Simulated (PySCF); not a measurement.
Computed with TPSSh-D3(BJ)/def2-TZVP // PBE-D3(BJ)/def2-SVP (PySCF 2.14.0). Isolated molecules, 0 K electronic values unless said otherwise. One relaxed conformer stands for a flexible species; it need not be the lowest. 

Reference species: [Cd(NH2)(Cl)] (neutral, multiplicity 1).

```yaml
charge on the central atom (Mulliken): 0.75 e
coordination_number: 2
mean_distance_from_the_central_atom_to_its_bonded_neighbours: 2.164 Å
```

Changed species: [Cd(NH2)(CH3)] (Y = CH3; the reference has Y = Cl).

Problem. What does the change do to the charge on the central atom (Mulliken), coordination number and mean distance from the central atom to its bonded neighbours?

Solution. the charge on the central atom (Mulliken) falls by 0.08 e, to 0.67 e; the coordination number is nearly the same; the mean distance from the central atom to its bonded neighbours falls by 0.094 Å, to 2.070 Å.
